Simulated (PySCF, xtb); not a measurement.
C4H6BF, SMILES C(B(C#C)F)C. Other conformers were not sampled.

Harmonic wavenumbers (cm⁻¹) from GFN2-xTB (xtb) at its own minimum, in rising order: 39, 103, 176, 219, 225, 378, 433, 476, 645, 678, 683, 744, 971, 997, 1088, 1140, 1225, 1236, 1318, 1419, 1455, 1506, 1509, 2207, 2938, 2963, 3026, 3037, 3044, 3362.

Question: What does PySCF with PBE-D3(BJ)/def2-SVP give at its own minimum? (An estimate is asked for; the answer gives what the named calculation found.)

Answer: 26, 116, 189, 226, 241, 393, 449, 519, 628, 661, 727, 739, 935, 949, 1048, 1114, 1201, 1232, 1337, 1344, 1361, 1425, 1428, 2110, 2944, 2974, 2979, 3059, 3061, 3392. Paired by order, the mean absolute difference is 33 cm⁻¹ and the zero-point energies are 56.1 and 55.5 kcal/mol.
